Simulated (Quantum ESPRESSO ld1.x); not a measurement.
ld1.x (Quantum ESPRESSO 7.5) input

```
 &input
    atom='Mn',
    iswitch=1,
    rel=1,
    dft='SLA-VWN',
    config='[Ne] 3s1.5 3p6 3d3.5 4s0 4p0',
    verbosity='high',
    prefix='ld1',
    max_out_wfc=37,
    file_charge='ld1.rho',
 /
```

Output:

```
     Program LD1 v.7.5 starts

     --------------------------- All-electron run ----------------------------

     scalar relativistic calculation

     atomic number is 25.00
     dft =SLA-VWN   lsd =0 sic =0 latt =0  beta=0.20 tr2=1.0E-14
     Exchange-correlation= SLA-VWN
                           (   1   2   0   0   0   0   0)
     mesh =1979 r(mesh) =  99.99540 a.u. xmin = -8.00 dx = 0.00800
     1 Ry =  13.60569312 eV, c = 137.03599908

     n l     nl                  e(Ry)          e(Ha)          e(eV)
     1 0     1S 1( 2.00)    -475.997182270    -237.998591135  -6476.2715894
     2 0     2S 1( 2.00)     -59.052163593     -29.526081796   -803.4456161
     2 1     2P 1( 6.00)     -50.791134702     -25.395567351   -691.0485921
     3 0     3S 1( 1.50)     -10.486029034      -5.243014517   -142.6696931
     3 1     3P 1( 6.00)      -8.171636587      -4.085818293   -111.1807797
     3 2     3D 1( 3.50)      -4.522279891      -2.261139946    -61.5287524
     4 0     4S 1( 0.00)      -3.109352299      -1.554676150    -42.3048932
     4 1     4P 1( 0.00)      -2.526308882      -1.263154441    -34.3721834

     final scf error:  5.6E-15 reached in  25 iterations

     Etot =   -2301.356084 Ry,   -1150.678042 Ha,  -31311.544651 eV

     Ekin =    2325.878290 Ry,    1162.939145 Ha,   31645.186261 eV
     Encl =   -5408.309154 Ry,   -2704.154577 Ha,  -73583.794657 eV
     Eh   =     877.004390 Ry,     438.502195 Ha,   11932.252600 eV
     Exc  =     -95.929611 Ry,     -47.964806 Ha,   -1305.188855 eV

     normalization and overlap integrals

     s(1S/1S) =  1.000000  <r> =   0.0610  <r2> =    0.0050  r(max) =   0.0400
     s(1S/2S) = -0.002896
     s(1S/3S) = -0.001091
     s(1S/4S) = -0.000454
     s(2S/2S) =  1.000000  <r> =   0.2800  <r2> =    0.0926  r(max) =   0.2325
     s(2S/3S) = -0.000617
     s(2S/4S) = -0.000250
     s(2P/2P) =  1.000000  <r> =   0.2473  <r2> =    0.0752  r(max) =   0.1888
     s(2P/3P) = -0.000494
     s(2P/4P) = -0.000193
     s(3S/3S) =  1.000000  <r> =   0.8340  <r2> =    0.7996  r(max) =   0.7299
     s(3S/4S) = -0.000146
     s(3P/3P) =  1.000000  <r> =   0.8703  <r2> =    0.8858  r(max) =   0.7417
     s(3P/4P) = -0.000119
     s(3D/3D) =  1.000000  <r> =   0.9629  <r2> =    1.1387  r(max) =   0.7126
     s(4S/4S) =  1.000000  <r> =   2.1247  <r2> =    5.0773  r(max) =   1.9525
     s(4P/4P) =  1.000000  <r> =   2.3579  <r2> =    6.2841  r(max) =   2.1493

     ------------------------ End of All-electron run ------------------------
```

Run on one thread of a shared host, so times are rough (Intel(R) Xeon(R) Processor @ 2.60GHz): 0.61 s of CPU time, 0.64 s wall, 25 iterations on 1979 mesh points.
